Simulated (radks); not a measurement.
Values are calculated unless marked as measured or tabulated.
Dispersion coefficients C6 (hartree bohr^6) between ground-configuration atoms and ions, from the Casimir-Polder integral (3/pi) of alpha_A(iw) alpha_B(iw). Level of theory: non-relativistic Kohn-Sham, LDA (Slater exchange, Perdew-Wang correlation), spin-polarised, spherical densities, point nucleus; open shells are filled with parallel spins first (spin-orbit coupling, left out, can overturn this in heavy ions) (a radial shooting solver on a logarithmic mesh with Libxc functionals). Response by self-consistent Sternheimer equations with the Hartree and adiabatic LDA kernel. For heavy and open-shell atoms this level of theory can miss by tens of per cent.

| C6 | V2+ | Sb | Zn+ | Sr2+ | As+ | Fe |
|---|---|---|---|---|---|---|
| V2+ | 14.74 |  |  |  |  |  |
| Sb | 79.11 | 527.7 |  |  |  |  |
| Zn+ | 29.99 | 192.7 | 70.92 |  |  |  |
| Sr2+ | 20.91 | 109.0 | 41.44 | 29.92 |  |  |
| As+ | 36.87 | 227.9 | 84.02 | 51.63 | 101.8 |  |
| Fe | 71.12 | 511.2 | 185.4 | 96.16 | 213.0 | 514.9 |

Static polarisabilities (bohr^3): V2+ ([Ar] 3d3) 4.885, Sb ([Kr] 4d10 5s2 5p3) 47.55, Zn+ ([Ar] 3d10 4s1) 16.99, Sr2+ ([Kr]) 5.997, As+ ([Ar] 3d10 4s2 4p2) 16.73, Fe ([Ar] 3d6 4s2) 58.50. The combination rule 2 Ca Cb / ((alpha_b/alpha_a) Ca + (alpha_a/alpha_b) Cb) gives 29.18 for V2+-Zn+, against 29.99 from the integral.
